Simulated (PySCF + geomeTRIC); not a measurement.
Species: [Zr(OCH3)3(H)] (charge 0, multiplicity 1).

### Question
Give a relaxed geometry from PySCF + geomeTRIC with BP86-D3(BJ)/def2-SVP.

### Answer
This is not unique; one that fits is the end point of this relaxation, one of several conformers.
Cartesian coordinates (Å) in one orientation:
```xyz
17

Zr     0.073    -0.647    -0.320
O      0.995     0.321    -1.716
C      1.826     0.949    -2.648
H      2.404     1.779    -2.179
H      1.225     1.380    -3.481
H      2.554     0.230    -3.090
O      0.132    -2.566    -0.545
C      0.357    -3.940    -0.669
H      1.413    -4.151    -0.955
H     -0.302    -4.378    -1.452
H      0.149    -4.469     0.289
O      0.557    -0.064     1.458
C      1.069     0.264     2.717
H      1.459    -0.637     3.243
H      0.275     0.715     3.355
H      1.899     1.003     2.635
H     -1.742    -0.180    -0.511
```
